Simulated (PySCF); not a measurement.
Compound: C5H9NOSi.
SMILES with atom numbers: `[N:1]#[C:2][C@@H:3]1[CH2:4][O:5][CH2:6][CH2:7][SiH2:8]1` (hydrogens: H9 on C3; H10, H11 on C4; H12, H13 on C6; H14, H15 on C7; H16, H17 on Si8)

Cartesian coordinates in Å at the PBE0-D3(BJ)/def2-SVP level; atoms count from 1:
```xyz
17
C5H9NOSi angstrom
N      3.5350    0.8170   -0.8387
C      2.5333    0.5856   -0.3040
C      1.2651    0.2821    0.3237
C      0.8616   -1.1999    0.1267
O     -0.3533   -1.5046    0.7384
C     -1.4982   -1.0163    0.0836
C     -1.6858    0.4921    0.2528
Si    -0.1440    1.4030   -0.3306
H      1.3563    0.4703    1.4079
H      1.6217   -1.8515    0.5830
H      0.8339   -1.4312   -0.9578
H     -2.3499   -1.5623    0.5171
H     -1.4574   -1.2780   -0.9940
H     -2.5760    0.8311   -0.3018
H     -1.8597    0.7225    1.3172
H     -0.0630    1.4294   -1.8218
H     -0.0184    2.7844    0.2165
```

Linear response at wB97X-D/def2-SVPD (PySCF, frozen core in the response, non-relativistic).

Static isotropic polarisability: 89.91 au (13.32 Å³), principal values 74.4, 86.4, 109.0 au.

Question: What is the polarisability at 1064 nm and at the sodium D line?

Answer: 90.60 au at 1064 nm (+0.8 %), 92.21 au at 589.3 nm (+2.6 %). The rise at 589.3 nm is 3.34 times that at 1064 nm; a pure ω² law gives 3.26. The lowest singlet lies at 172 nm, shorter than both wavelengths.

Question: What is the isotropic C6 coefficient between two such molecules, C6 = (3/π)∫α(iω)² dω?

Answer: 3350 au (Eh·bohr⁶) by a ten-point quadrature over imaginary frequencies, which is 2000 eV·Å⁶ or 193 J·nm⁶/mol.

Question: Which effective excitation energy ω̄ makes London's formula C6 = (3/4)α²ω̄ exact here?

Answer: ω̄ = 4·C6/(3α²) = 0.553 Eh = 15.0 eV. A one-pole form α(ω) = α/(1 − ω²/ω̄²) fitted to the 1064 nm value gives 13.3 eV.

Question: How many electrons N does the Slater–Kirkwood formula C6 = (3/4)·√N·α^(3/2) need to give this C6?

Answer: N = (4·C6/3)²/α³ = 27.4; the species has 68 electrons in all.

Question: What three-body coefficient follows from the one-pole estimate C9 = (3/4)·α·C6?

Answer: 226000 au. This is an estimate from the two numbers above, not a computed integral.

Question: What molar refraction at the D line follows from R = (4π/3)·N_A·α′, with α′ the polarisability volume?

Answer: α′ = 13.66 Å³ gives R = 34.47 cm³/mol, for isolated, non-vibrating species.

One conformer stands for the species.

Note: wB97X-D ran without an empirical dispersion term, which enters the total energy and its gradient alone.
